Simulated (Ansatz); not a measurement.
Geometry optimisation, RKS revPBE-D4/def2-SVP in Ansatz 0.2.0.

input.yaml

```yaml
crystal:
  periodic: [false, false, false]
  atoms:
    - { symbol: Ti, position_ang: [0.0, 0.0, 0.0] }
    - { symbol: O, position_ang: [0.0, 0.0, 2.27] }
    - { symbol: H, position_ang: [-0.9095, -0.2814, 2.6071] }
    - { symbol: F, position_ang: [1.7257, 0.0, -0.6094] }
    - { symbol: F, position_ang: [-0.8619, 1.4933, -0.6094] }
    - { symbol: F, position_ang: [-0.8619, -1.4933, -0.6094] }
    - { symbol: F, position_ang: [1.1117, -1.6882, 0.6716] }
    - { symbol: H, position_ang: [0.7287, -1.1066, 1.7956] }
basis:
  gaussian: { orbitals: def2-SVP }
hamiltonian:
  xc: revpbe
  dispersion: d4
relax:
  f_tol: 0.15
  max_steps: 25
  restrain:
    - { distance: [0, 6], at: 1.83, k: 30.0 }
    - { distance: [7, 1], at: 1.01, k: 30.0 }
    - { distance: [0, 1], at: 3.12, k: 30.0 }
    - { distance: [7, 6], at: 2.12, k: 30.0 }
```

Launched with:

```bash
$ ansatz run input.yaml --threads 4 --pin off --max-ram 5120MiB --backend cpu --events-out ev --progress --plain --runs-dir out
```

Q: Where does it end, and by what steps?

A: It converged. The restraints hold the end off the free minimum. After 14 steps the energy has fallen by 2.582 eV (the restraints' own energy left out); F6 moved furthest, 1.49 Å. Parted: Ti1–O2 (2.27 → 3.11 Å). Joined: O2–H8 (1.41 → 0.99 Å).

```
step  energy less start (eV)  largest force component (eV/Å)  accepted
   0                  0.0000                           3.420       yes
   1                  0.1367                           2.758       yes
   2                 -0.0967                           2.027       yes
   3                 -0.7135                           1.434       yes
   4                 -1.4373                           1.105       yes
   5                 -1.9424                           1.343       yes
   6                 -2.2311                           1.159       yes
   7                 -2.3664                           0.931       yes
   8                 -2.3535                           1.012        no
   9                 -2.3839                           0.651       yes
  10                 -2.3966                           0.593       yes
  11                 -2.4232                           0.752       yes
  12                 -2.4588                           1.334       yes
  13                 -2.5448                           0.836       yes
  14                 -2.5817                           0.858       yes
```

```xyz
8
Properties=species:S:1:pos:R:3
Ti 0.093 -0.513 -0.424
O 0.484 0.157 2.583
H -0.469 0.301 2.748
F 1.561 0.397 -0.673
F -1.245 0.508 0.060
F -0.346 -1.184 -1.976
F 0.321 -1.911 0.692
H 0.534 -0.831 2.507
```

The run took 20 s on 4 threads of Arm Neoverse V2, on a shared host, peak memory 0.17 GiB.
